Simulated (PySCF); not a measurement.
A structure optimised at PBE-D3(BJ)/def2-SVP, used in a PySCF frequency run:

```
Si
O 1 1.7150
C 2 1.4411 1 108.24
H 3 1.1118 2 110.48 1 -123.80
H 3 1.1123 4 108.16 2 121.57
H 1 1.5097 2 111.68 3 -113.77
C 1 1.8798 6 108.83 2 124.68
H 7 1.1076 1 111.35 6 178.00
H 7 1.1097 8 108.71 1 121.54
H 7 1.1099 8 108.45 9 117.07
Ge 3 2.0322 4 113.69 5 125.92
H 11 1.5538 3 115.63 4 -121.89
H 11 1.5551 12 108.66 3 -130.32
```

### Question
Write its SMILES and formula.

### Answer
C[Si@H]1O[CH2][GeH2]1, C₂H₈GeOSi

### Question
What are its rotational constants (standard atomic weights)?

### Answer
4.0898, 1.7776, 1.3986 GHz
